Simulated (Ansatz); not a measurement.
Two isomers of CH8OSi2: A = `CO[SiH2][SiH3]`, B = `OC[SiH2][SiH3]`.

Isolated molecules relaxed with PBE0-D4/def2-TZVP in Ansatz; ΔE leaves out vibrations. CBS: MP2 limit from def2 TZ/QZ plus the TZ coupled-cluster correction, frozen cores. Functionals use def2-TZVPP. B3LYP here is the variant with VWN-RPA as its local correlation; programs differ in this. Each species was taken in one conformer, which may not be the lowest.

**Question.** Which isomer does CCSD(T)/CBS put lower? Give the gap. (An estimate is asked.)

**Answer.** The calculation gave: A, by 102.1 kJ/mol.

**Question.** Give E(B) − E(A) in kJ/mol with ωB97M-V, MP2/def2-TZVPP, HF/def2-TZVPP, B2PLYP, B3LYP-D4, B3LYP, CCSD/def2-TZVPP. (An estimate is asked.)

**Answer.** The calculation gave: ωB97M-V 100.4, MP2/def2-TZVPP 105.6, HF/def2-TZVPP 122.9, B2PLYP 106.4, B3LYP-D4 104.0, B3LYP 104.5, CCSD/def2-TZVPP 105.1. None reverses the order clearly.

Largest T1 diagnostic: 0.012.

In def2-TZVPP, CCSD(T) changes the Hartree–Fock value by −20.6 kJ/mol (the triples alone add −2.9 kJ/mol) and MP2 by −17.3 kJ/mol. From PBE to PBE0 (25 % exact exchange), in def2-TZVPP and without D4, E(B) − E(A) moves by +5.8 kJ/mol.
